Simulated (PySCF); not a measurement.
Mo(O)2(OH) (HMoO3), SMILES [O]=[Mo+]([OH])=[O], charge +1, multiplicity 1.

Coordinates come from a PBE0-D3(BJ)/def2-SVP optimisation. The spin state was assumed, not searched. The isomer is the one that the SMILES or the coordinates give; other isomers of the formula were not compared. The def2 effective core potentials stand for the cores of Mo; spin–orbit coupling is left out. One conformer was computed; it need not be the lowest.

Calculation: PySCF with CAM-B3LYP/def2-TZVPD.

Symmetry labels are those of the subgroup Cs that the program uses (full group Cs).

**Question.** List the valence orbital energies around the gap with their symmetry. (Estimate from the structure and the level; the computed values follow.)

**Answer.** 
| orbital | symmetry | energy (eV) |
|---|---|---|
| HOMO−7 | A' | -20.77 |
| HOMO−6 | A" | -20.74 |
| HOMO−5 | A" | -20.16 |
| HOMO−4 | A' | -19.91 |
| HOMO−3 | A' | -18.75 |
| HOMO−2 | A' | -17.71 |
| HOMO−1 | A" | -17.62 |
| HOMO | A" | -17.16 |
| LUMO | A' | -9.70 |
| LUMO+1 | A' | -8.05 |
| LUMO+2 | A" | -7.70 |
| LUMO+3 | A' | -6.02 |
